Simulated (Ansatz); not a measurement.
```yaml
crystal:
  periodic: [false, false, false]
  atoms:
    - {symbol: Sn, position_ang: [-4.897586, -1.704688, 1.710270]}
    - {symbol: Sn, position_ang: [-1.718353, -4.898030, 1.705081]}
    - {symbol: Sn, position_ang: [-1.636503, -1.633971, -1.638889]}
    - {symbol: Sn, position_ang: [-1.706768, -1.712269, 4.895507]}
    - {symbol: Sn, position_ang: [-1.712024, 1.714763, -4.900520]}
    - {symbol: Sn, position_ang: [-4.898034, 1.712022, -1.713820]}
    - {symbol: Sn, position_ang: [-1.632659, 1.635984, 1.631890]}
    - {symbol: Sn, position_ang: [-1.707378, 4.897810, -1.712465]}
    - {symbol: Sn, position_ang: [1.706082, -1.711882, -4.902651]}
    - {symbol: Sn, position_ang: [1.708491, -4.898581, -1.713773]}
    - {symbol: Sn, position_ang: [1.633692, -1.637779, 1.631249]}
    - {symbol: Sn, position_ang: [4.898033, -1.716954, -1.720049]}
    - {symbol: Sn, position_ang: [1.638291, 1.633366, -1.639782]}
    - {symbol: Sn, position_ang: [1.719133, 4.896664, 1.706587]}
    - {symbol: Sn, position_ang: [4.899405, 1.702395, 1.707344]}
    - {symbol: Sn, position_ang: [1.713320, 1.714317, 4.893728]}
    - {symbol: Sn, position_ang: [-3.262070, 0.015966, -3.265716]}
    - {symbol: Sn, position_ang: [0.011071, -3.262861, -3.264645]}
    - {symbol: Sn, position_ang: [-3.266400, -3.257244, 0.010376]}
    - {symbol: Sn, position_ang: [-3.257338, -0.012256, 3.261856]}
    - {symbol: Sn, position_ang: [-0.016173, -3.266864, 3.255614]}
    - {symbol: Sn, position_ang: [0.001137, -0.000329, -0.004248]}
    - {symbol: Sn, position_ang: [-0.010946, 3.262480, -3.265303]}
    - {symbol: Sn, position_ang: [-3.260712, 3.262137, -0.017051]}
    - {symbol: Sn, position_ang: [0.016950, 3.264748, 3.256235]}
    - {symbol: Sn, position_ang: [3.262525, -0.017081, -3.269135]}
    - {symbol: Sn, position_ang: [3.262294, -3.263384, -0.018063]}
    - {symbol: Sn, position_ang: [3.259544, 0.010465, 3.260143]}
    - {symbol: Sn, position_ang: [3.267490, 3.257604, 0.010054]}
    - {symbol: H, position_ang: [-5.761379, -2.772583, 2.779360]}
    - {symbol: H, position_ang: [-6.074425, -0.799840, 0.811275]}
    - {symbol: H, position_ang: [-2.785634, -5.760896, 2.775407]}
    - {symbol: H, position_ang: [-0.817747, -6.077883, 0.806085]}
    - {symbol: H, position_ang: [-2.774327, -2.779404, 5.761835]}
    - {symbol: H, position_ang: [-0.800653, -0.815088, 6.072679]}
    - {symbol: H, position_ang: [-0.812866, 0.817638, -6.082954]}
    - {symbol: H, position_ang: [-2.778984, 2.787596, -5.760853]}
    - {symbol: H, position_ang: [-6.076742, 0.813404, -0.811012]}
    - {symbol: H, position_ang: [-5.760136, 2.782273, -2.781876]}
    - {symbol: H, position_ang: [-2.772603, 5.762916, -2.783002]}
    - {symbol: H, position_ang: [-0.806640, 6.075570, -0.810448]}
    - {symbol: H, position_ang: [0.806304, -0.807169, -6.078886]}
    - {symbol: H, position_ang: [2.772551, -2.777845, -5.771798]}
    - {symbol: H, position_ang: [0.807708, -6.074885, -0.810214]}
    - {symbol: H, position_ang: [2.776733, -5.763074, -2.781894]}
    - {symbol: H, position_ang: [5.751848, -2.790465, -2.791533]}
    - {symbol: H, position_ang: [6.081591, -0.817944, -0.824134]}
    - {symbol: H, position_ang: [0.821048, 6.077048, 0.805695]}
    - {symbol: H, position_ang: [2.790397, 5.758022, 2.774008]}
    - {symbol: H, position_ang: [6.071823, 0.796541, 0.803821]}
    - {symbol: H, position_ang: [5.771373, 2.767299, 2.772433]}
    - {symbol: H, position_ang: [0.811373, 0.816512, 6.073498]}
    - {symbol: H, position_ang: [2.786223, 2.782524, 5.752393]}
    - {symbol: H, position_ang: [-4.263772, -1.002691, -4.268215]}
    - {symbol: H, position_ang: [-1.009333, -4.264743, -4.265154]}
    - {symbol: H, position_ang: [-4.271864, -4.254959, -1.009286]}
    - {symbol: H, position_ang: [-4.255699, 1.007554, 4.266410]}
    - {symbol: H, position_ang: [1.003395, -4.268314, 4.257383]}
    - {symbol: H, position_ang: [1.009303, 4.264310, -4.266162]}
    - {symbol: H, position_ang: [-4.260412, 4.264672, 1.003582]}
    - {symbol: H, position_ang: [-1.002064, 4.268172, 4.256740]}
    - {symbol: H, position_ang: [4.264790, 1.001922, -4.270794]}
    - {symbol: H, position_ang: [4.264302, -4.265130, 1.001193]}
    - {symbol: H, position_ang: [4.260930, -1.008036, 4.263229]}
    - {symbol: H, position_ang: [4.272475, 4.257930, -1.007636]}
basis:
  gaussian: {orbitals: def2-SVP, fitting: {mean_field: def2-universal-jkfit}}
total_charge: 1
magnetization: {spin_polarized: true, initial_magnetization: 1}
hamiltonian: {xc: {name: PBE0}}
scf: {lower_state_search: light}
output: {forces: true}
```

```sh
$ ansatz run in.yaml --threads 11 --pin off --events-out ev --progress --plain --max-ram 174080MiB --backend cuda --devices 0, --max-vram 75GiB
```

Shortened log:

```
Functional definition: PBE0
6970 factors; integrals over basis functions are off by at most 3.3e-1 eV
mean field evaluation 1: about -169711.8847 eV, gradient 1.9e1 eV
mean field evaluation 2: about -169712.4173 eV, gradient 1.5e1 eV
mean field evaluation 4: about -169714.0533 eV, gradient 4.1e0 eV
mean field evaluation 8: about -169714.1430 eV, gradient 8.4e-1 eV
mean field evaluation 16: about -169714.1814 eV, gradient 1.8e-1 eV
mean field evaluation 32: about -169714.2090 eV, gradient 3.7e-8 eV
mean field evaluation 64: about -169714.1156 eV, gradient 2.5e0 eV
mean field evaluation 96: about -169714.1983 eV, gradient 7.1e-2 eV
mean field evaluation 128: about -169714.1056 eV, gradient 2.5e0 eV
mean field evaluation 160: about -169714.1816 eV, gradient 1.0e-1 eV
mean field evaluation 192: about -169714.1746 eV, gradient 1.6e-1 eV
mean field -169714.20946029 eV, -6236.8821612428 hartree, gradient 1.4e-6 eV, S^2 0.753523; 20 other end points of the search recorded, 0 dependent functions left out
reference -169714.20958187 eV, -6236.8821657108 hartree; 337, 336 occupied and 597, 598 virtual orbitals, 6970 factors
Total energy: -169714.20958187 eV, -6236.8821657108 hartree
Atom 0 force    -0.269678    -0.020959    -0.006646 eV/Å
Atom 1 force     0.018588    -0.257712    -0.025347 eV/Å
Atom 2 force    -0.206281    -0.011184    -0.191871 eV/Å
Atom 3 force     0.017233    -0.024642     0.268948 eV/Å
Atom 4 force     0.015675     0.024427    -0.273073 eV/Å
Atom 5 force    -0.269490     0.023721     0.014529 eV/Å
Atom 6 force    -0.201587     0.016302     0.225986 eV/Å
Atom 7 force     0.024730     0.256410     0.031071 eV/Å
Atom 8 force    -0.013313    -0.017053    -0.275081 eV/Å
Atom 9 force    -0.027746    -0.253938     0.018171 eV/Å
Atom 10 force     0.199709    -0.015288     0.206827 eV/Å
Atom 11 force     0.267239    -0.020926     0.020113 eV/Å
Atom 12 force     0.201160     0.010171    -0.172707 eV/Å
Atom 13 force    -0.025898     0.255277    -0.018638 eV/Å
Atom 14 force     0.272604     0.022082    -0.021273 eV/Å
Atom 15 force    -0.022970     0.023200     0.269278 eV/Å
Atom 16 force    -0.205340    -0.025282    -0.205417 eV/Å
Atom 17 force     0.196387    -0.147767    -0.226487 eV/Å
Atom 18 force    -0.223228    -0.145449     0.187259 eV/Å
Atom 19 force    -0.204915     0.026210     0.200380 eV/Å
Atom 20 force    -0.202462    -0.140636     0.235872 eV/Å
Atom 21 force     0.001263     0.002758    -0.033054 eV/Å
Atom 22 force    -0.202484     0.148573    -0.236095 eV/Å
Atom 23 force    -0.229427     0.149129    -0.208828 eV/Å
Atom 24 force     0.199789     0.144497     0.219685 eV/Å
Atom 25 force     0.205029     0.027529    -0.212912 eV/Å
Atom 26 force     0.231725    -0.145842    -0.205483 eV/Å
Atom 27 force     0.213655    -0.026926     0.209538 eV/Å
Atom 28 force     0.224783     0.144206     0.186779 eV/Å
Atom 29 force     0.180066     0.159201    -0.146245 eV/Å
Atom 30 force     0.196240    -0.138502     0.129003 eV/Å
Atom 31 force     0.148652     0.200883    -0.145072 eV/Å
Atom 32 force    -0.131118     0.201996     0.128881 eV/Å
Atom 33 force     0.140828     0.159202    -0.182841 eV/Å
Atom 34 force    -0.128284    -0.133979    -0.197154 eV/Å
Atom 35 force    -0.127544     0.133588     0.197623 eV/Å
Atom 36 force     0.142269    -0.159673     0.183253 eV/Å
Atom 37 force     0.197649     0.136052    -0.131165 eV/Å
Atom 38 force     0.181247    -0.159125     0.144725 eV/Å
Atom 39 force     0.145582    -0.201430     0.145930 eV/Å
Atom 40 force    -0.131621    -0.203713    -0.132859 eV/Å
Atom 41 force     0.124304    -0.136829     0.198077 eV/Å
Atom 42 force    -0.141153     0.155898     0.185080 eV/Å
Atom 43 force     0.132547     0.201222    -0.132423 eV/Å
Atom 44 force    -0.145922     0.199501     0.149759 eV/Å
Atom 45 force    -0.178421     0.162750     0.143734 eV/Å
Atom 46 force    -0.195684    -0.139614    -0.128817 eV/Å
Atom 47 force     0.131632    -0.202106     0.129408 eV/Å
Atom 48 force    -0.147034    -0.198854    -0.146340 eV/Å
Atom 49 force    -0.193839     0.135249     0.127060 eV/Å
Atom 50 force    -0.184071    -0.159193    -0.139277 eV/Å
Atom 51 force     0.130261     0.136900    -0.193403 eV/Å
Atom 52 force    -0.144023    -0.162802    -0.179719 eV/Å
Atom 53 force     0.174146     0.143132     0.173941 eV/Å
Atom 54 force     0.074960     0.213479     0.200429 eV/Å
Atom 55 force     0.201605     0.210524     0.076615 eV/Å
Atom 56 force     0.172213    -0.142601    -0.173808 eV/Å
Atom 57 force    -0.070038     0.215529    -0.201310 eV/Å
Atom 58 force    -0.071907    -0.217137     0.200886 eV/Å
Atom 59 force     0.202339    -0.215762    -0.070817 eV/Å
Atom 60 force     0.074370    -0.216212    -0.199141 eV/Å
Atom 61 force    -0.173236    -0.145267     0.173490 eV/Å
Atom 62 force    -0.200056     0.219605    -0.070467 eV/Å
Atom 63 force    -0.173662     0.144010    -0.172974 eV/Å
Atom 64 force    -0.198045    -0.216815     0.074414 eV/Å
Dipole moment:     0.009444    -0.003433    -0.001486 e Å
```

Run time 8.9 min (11 threads of AMD EPYC 7R13 on a shared host and a whole NVIDIA H100 80GB HBM3), peak host memory 16 GiB.

In the def2 sets Sn takes a core potential; there is no spin–orbit coupling.

The dipole of an ion depends on the origin.
